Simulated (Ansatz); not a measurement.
Basis sets compared for Ge3O3 (the lowest singlet isomer of a short search). Total charge 0; singlet. Geometry r2SCAN-D4/def2-SVP. Ansatz on 4 threads of Arm Neoverse V1 on a shared host; times are rough, and most runs start from earlier orbitals.

```csv
atom,x (Å),y (Å),z (Å)
Ge1,0.535,1.359,1.291
Ge2,0.518,0.176,-1.871
Ge3,-1.054,-1.534,0.579
O4,-0.431,-1.125,-1.062
O5,0.864,1.266,-0.478
O6,-0.433,-0.141,1.540
```

The 6-31G sets use Cartesian d functions. The structure comes from a short search, and lower isomers may exist.

Binding counts from free atoms (Ge triplet, O triplet) in the same basis, without a counterpoise term.

```
                         level  functions  energy (Eh)  HOMO (eV)  LUMO (eV)  binding per atom (eV)  wall time
                     HF/STO-3G         69   -6376.8698      -5.49       5.22                   2.49      0.4 s
                      HF/6-31G        114   -6449.8034      -9.43       0.90                   2.24      1.1 s
               PBE-D4/def2-SVP        138   -6454.7436      -6.01      -2.80                   4.43      1.4 s
PBE-D4/def2-TZVP (with forces)        237   -6455.8088      -6.07      -2.84                   4.42      3.8 s
           revPBE-D4/def2-TZVP        237   -6456.4309      -5.99      -2.75                   4.23        3 s
              PBE0-D4/def2-SVP        138   -6454.8722      -7.11      -2.01                   4.14      2.6 s
             PBE0-D4/def2-TZVP        237   -6455.9381      -7.15      -2.04                   4.16      7.5 s
```

(1) Estimate the rows for PBE-D4/def2-TZVPD, revPBE-D4/def2-TZVPD, PBE0-D4/def2-TZVPD.

Results:

(1) 
```json
{"level": "PBE-D4/def2-TZVPD", "functions": "282", "energy (Eh)": "-6455.8129", "HOMO (eV)": "-6.13", "LUMO (eV)": "-2.90", "binding per atom (eV)": "4.42", "wall time": "4.4 s"}
{"level": "revPBE-D4/def2-TZVPD", "functions": "282", "energy (Eh)": "-6456.4351", "HOMO (eV)": "-6.06", "LUMO (eV)": "-2.81", "binding per atom (eV)": "4.23", "wall time": "4.7 s"}
{"level": "PBE0-D4/def2-TZVPD", "functions": "282", "energy (Eh)": "-6455.9416", "HOMO (eV)": "-7.19", "LUMO (eV)": "-2.09", "binding per atom (eV)": "4.16", "wall time": "8.5 s"}
```
